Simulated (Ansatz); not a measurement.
A series at Si: from `S[SiH](S)S`, ligands are replaced one by one, each step taking up H₂ and setting free H₂S; n counts the steps. Ansatz, PBE0-D4/def2-TZVP geometries. Each molecule was computed in one conformer, which needn't be the lowest.

| n | molecule | HOMO energy, ωB97M-V/def2-TZVPP (eV) |
| --- | --- | --- |
| 0 | `S[SiH](S)S` | -9.71 |
| 1 | `S[SiH2]S` | -9.70 |
| 2 | `[SiH3]S` | -9.71 |
| 3 | SiH₄ | ? |

Problem. By hand: fit a straight line y = ȳ + b (n − n̄) to the 3 given rows and predict n = 3.

Solution. n̄ = 1.000, ȳ = -9.707; Σ(n − n̄)(y − ȳ) = 0.000, Σ(n − n̄)² = 2.000, so b = 0.000 eV a step. Prediction: -9.707 + (0.000) × (2.000) = -9.71 eV.

Problem. By hand: compare with the computed value, -12.14 eV, and give the steps along the whole series.

Solution. The line misses by -2.43 eV (computed minus predicted). Steps: 0.01, -0.01, -2.43 eV.

The steps change sign along the series, so a line is a poor guide. The highest orbital can change its character along such a series. The miss is 99.6 % of the series' range.
